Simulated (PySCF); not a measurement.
## Dipole response of Cu (copper, neutral)

[Ar] 3d9 4s2, 2D determinant (an excited configuration). Computed with PySCF 2.14 in aug-cc-pVTZ-PP with one added diffuse shell each of s, p, d, f, g type with ECP10MDF (7s7p6d4f3g, 113 functions), with scalar relativity through the core potential. Coupled (time-dependent) response in atomic units; α is the mean over directions.

```csv
method,mean α (bohr³),"α xx, yy, zz",C₆ (like pair),S(−4)
PBE0,44.90,"45.36, 45.36, 43.97",347.3,1032
```

S(−4) is the Cauchy moment in α(ω) = α(0) + S(−4) ω² + …

α(iu) at PBE0:

```csv
u (hartree),α(iu) (bohr³)
0,44.90
0.0500,42.47
0.100,36.69
0.200,24.44
0.300,16.40
0.500,8.803
0.750,5.179
1.00,3.554
1.50,2.103
2.00,1.451
3.00,0.8484
5.00,0.4136
```

A single London oscillator, α(iu) = α/(1 + u²/ω²), gives C₆ = (3/4) ω α². Matching the computed C₆ needs ω = 4 × 347.3 / (3 × 44.90²) = 0.230 hartree.

The components differ because the open shell of this determinant is not spherical; for a pure term their mean is the scalar polarisability.

Energies and moments cover only the electrons outside the core potential.
